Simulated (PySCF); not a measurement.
**Shapes and spin states of CuOF**

Computed with PBE0/[Cu def2-TZVP, O def2-TZVP, F def2-TZVP], no relativity, density fitting, PySCF.

Relaxations began from a few typed shapes and spin states; open shells are unrestricted. The search is not exhaustive: other isomers or separated fragments can lie lower, and high-lying points may rest on an excited occupation.

```csv
spin,group,bonds,angles,imaginary modes (cm⁻¹),ΔE (kJ/mol),ΔE with ZPE (kJ/mol)
triplet,C∞v,"Cu–F 1.723 Å, Cu–O 1.681 Å",F–Cu–O 180.0°,none,0.0,0.0
broken-symmetry Ms = 0 (⟨S²⟩ 1.01),C∞v,"Cu–F 1.721 Å, Cu–O 1.709 Å",F–Cu–O 180.0°,none,37.1,36.5
"singlet (closed shell, unstable to spin polarisation)",Cs,"Cu–F 1.713 Å, Cu–O 1.657 Å",F–Cu–O 151.1°,none,157.4,156.5
"singlet (closed shell, unstable to spin polarisation)",C∞v,"Cu–F 1.718 Å, Cu–O 1.663 Å",F–Cu–O 180.0°,82i,159.2,–
```

The lowest minimum found is the triplet C∞v: Cu–F 1.723 Å, Cu–O 1.681 Å; F–Cu–O 180.0°.

Formally Cu is in oxidation state +3, d8, with 2 unpaired electrons (the high-spin count). The Mulliken spin on Cu is 0.47, so most of the spin sits on the ligands and the formal count fails. The polar-tensor charge on Cu, 0.72, is far below the formal one.

For the lowest minimum: other spin states or occupations of the open shell can lie lower.

The electron or spin density has lower symmetry than the nuclear frame for the broken-symmetry Ms = 0 (⟨S²⟩ 1.01) C∞v at 37.1 kJ/mol, singlet (closed shell, unstable to spin polarisation) C∞v at 159.2 kJ/mol.
